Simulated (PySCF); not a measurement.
One molecule, a ladder of functionals, a line

Molecule: SMILES BCBS[SiH3], CH₈B₂SSi.

Bonds (- single, = double, # triple, : aromatic): B1-C2 1.555 Å, C2-B3 1.570 Å, B3-S4 1.795 Å, S4-Si5 2.167 Å. B1 carries H6, H7; C2 carries H8, H9; B3 carries H10; Si5 carries H11, H12, H13.

GIAO shieldings (ppm, equivalent atoms averaged) in PySCF 2.14 on the PBE0-D3(BJ)/def2-SVP geometry, basis pcSseg-1, gas phase, non-relativistic:

```tsv
functional	exact exchange (%)	σ(B1)	σ(C2)	σ(S4)	σ(Si5)
BLYP	0	9.2	116.3	446.2	383.8
BP86	0	12.9	119.0	461.6	392.6
PBE	0	11.0	118.6	461.0	394.7
B3LYP	20	13.2	124.0	485.1	395.5
PBE0	25	16.5	128.3	509.2	408.8
BHandHLYP	50	19.9	134.1	536.0	413.5
HF	100	35.3	149.4	614.4	446.1
```

(1) Fit each shielding as a line in the percentage of exact exchange.

(2) What does the line predict for mPW1PW91 (25 %), and what does the run give?

## Answers

(1) σ(B1) = 10.3 + 0.24 x (rms 1.6 ppm); σ(C2) = 118.3 + 0.31 x (rms 1.2 ppm); σ(S4) = 457.9 + 1.58 x (rms 6.8 ppm); σ(Si5) = 389.7 + 0.55 x (rms 4.5 ppm). The functionals also differ in their semilocal parts, which the line can't hold; Hartree–Fock has no correlation at all.

(2) σ(B1): 16.3 predicted, 17.4 computed; σ(C2): 126.0 predicted, 128.3 computed; σ(S4): 497.4 predicted, 508.9 computed; σ(Si5): 403.4 predicted, 406.3 computed ppm.
